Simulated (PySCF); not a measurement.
Ground-state electric properties of a mixed set of molecules.

All values: B3LYP/def2-SVPD (PySCF) at GFN2-xTB geometries, gas phase, one conformer each. Core orbitals are frozen in the response; Δα² is half the sum of the squared differences of the principal polarisabilities.

(1) Rank by HOMO–LUMO gap, lowest first.
A. `C[C@H]1C[C@@H](N[SiH3])C1`
B. `[H]/N=C(\C(C)=O)[C@H]1C[SiH2]1`
C. `FP(F)P(P(F)F)P(F)F`
D. `CC1([SiH2]N)CCC1`
E. `C1[C@H](CC)C[Si@H]1N`
F. `COC[C@]1(C#N)C[SiH2]1`

(2) Rank by HOMO energy, lowest first.
A. `C[C@H]1C[C@@H](N[SiH3])C1`
B. `CC[C@H](C#N)C(=O)[SiH3]`
C. `P(F)(P(P(F)F)P(F)F)F`
D. `CC1([SiH2]N)CCC1`
E. `O=C(C)/C([C@H]1C[SiH2]1)=N\[H]`
F. `CCS[SiH2]SC`

Answers

(1) B (4.28 eV), C (5.61 eV), F (6.30 eV), A (6.51 eV), E (6.95 eV), D (7.19 eV).

(2) C (-8.15 eV), B (-7.25 eV), D (-7.06 eV), F (-6.72 eV), E (-6.53 eV), A (-6.35 eV).

All values together:

```tsv
SMILES	formula	μ (D)	HOMO (eV)	LUMO (eV)	α (Å³)	Δα (Å³)	electrons	α per electron (Å³)
FP(F)P(P(F)F)P(F)F	P4F6	1.10	-8.15	-2.54	15.03	3.52	114	0.132
C[C@H]1C[C@@H](N[SiH3])C1	C5H13NSi	1.06	-6.35	0.16	13.89	3.99	64	0.217
CC[C@H]1C[Si@H](N)C1	C5H13NSi	1.15	-6.71	0.24	13.81	4.24	64	0.216
COC[C@]1(C#N)C[SiH2]1	C5H9NOSi	4.85	-7.06	-0.76	14.22	3.88	68	0.209
CCS[SiH2]SC	C3H10S2Si	0.97	-6.72	-0.35	15.87	2.93	74	0.214
CC1([SiH2]N)CCC1	C5H13NSi	0.94	-7.06	0.13	13.59	1.55	64	0.212
CC[C@H](C#N)C(=O)[SiH3]	C5H9NOSi	3.73	-7.25	-2.13	13.69	2.06	68	0.201
[H]/N=C(\C(C)=O)[C@H]1C[SiH2]1	C5H9NOSi	1.71	-6.53	-2.26	14.68	6.26	68	0.216
```

Conformers: `[F:1][P:2]([F:3])[P:4]([P:5]([F:6])[F:7])[P:8]([F:9])[F:10]` with F1–P2–P4–P5 -74°, P2–P4–P5–F6 109°, P2–P4–P8–F9 -74°; `[CH3:1][C@H:2]1[CH2:3][C@@H:4]([NH:5][SiH3:6])[CH2:7]1` with C3–C4–N5–Si6 -163°, C1–C2–C3–C4 132°, C2–C3–C4–N5 -133°, C3–C4–C7–C2 12°, C1–C2–C7–C4 -132°; `[CH3:1][CH2:2][C@H:3]1[CH2:4][Si@H:5]([NH2:6])[CH2:7]1` with C1–C2–C3–C4 178°, C4–Si5–N6–H -46° and 93°, C2–C3–C4–Si5 131°, C3–C4–Si5–N6 101°, C4–Si5–C7–C3 7°, C2–C3–C7–Si5 -131°; `[CH3:1][O:2][CH2:3][C@:4]1([C:5]#[N:6])[CH2:7][SiH2:8]1` with C1–O2–C3–C4 179°, O2–C3–C4–C5 -160°; `[CH3:1][CH2:2][S:3][SiH2:4][S:5][CH3:6]` with C1–C2–S3–Si4 -78°, C2–S3–Si4–S5 -48°, S3–Si4–S5–C6 -56°; `[CH3:1][C:2]1([SiH2:3][NH2:4])[CH2:5][CH2:6][CH2:7]1` with C1–C2–Si3–N4 66°, C2–Si3–N4–H -46° and 177°, C1–C2–C5–C6 129°, C2–C5–C6–C7 -13°, C5–C6–C7–C2 13°, C1–C2–C7–C6 -130°; `[CH3:1][CH2:2][C@H:3]([C:4]#[N:5])[C:6](=[O:7])[SiH3:8]` with C1–C2–C3–C4 -62°, C2–C3–C6–O7 -125°; `[H]/[N:5]=[C:4](\[C:2]([CH3:1])=[O:3])[C@H:6]1[CH2:7][SiH2:8]1` with C1–C2–C4–N5 -32°, C2–C4–C6–C7 -29°.

Q: How closely does the mean polarisability follow the number of electrons in this set?

A: The correlation coefficient is 0.51; α per electron runs from 0.132 to 0.217 Å³.
